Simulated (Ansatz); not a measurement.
Molecule: diphosphane, P2H4 (charge 0, singlet). SMILES: PP
Coordinates optimised at B3LYP-D3(BJ)/def2-TZVP (Ansatz, a first-principles code):
```xyz
6

P     -1.0203    -0.4713    -0.0535
P      1.0203     0.4711     0.0549
H     -1.5176     0.2567     1.0604
H     -1.5148     0.4895    -0.9757
H      1.5219    -0.4987     0.9637
H      1.5105    -0.2449    -1.0699
```

Parts of the frozen-core correlation energy in STO-3G (Ansatz, hartree). Frozen orbitals: 10; correlated occupied orbitals by spin: 7 and 7; virtual: 5 and 5. Spin-orbit coupling is left out. No relativistic terms.

```csv
term,value
reference (HF),-676.13555
MP2 opposite-spin,___
MP2 same-spin,___
CCSD correlation,___
(T),-0.00044
FCI minus CCSD(T),-0.00018
T1 diagnostic,0.007
largest doubles amplitude,0.093
```

Problem. Fill in the missing entries.

Solution. 
- MP2 opposite-spin, value: -0.07412
- MP2 same-spin, value: -0.00296
- CCSD correlation, value: -0.11201
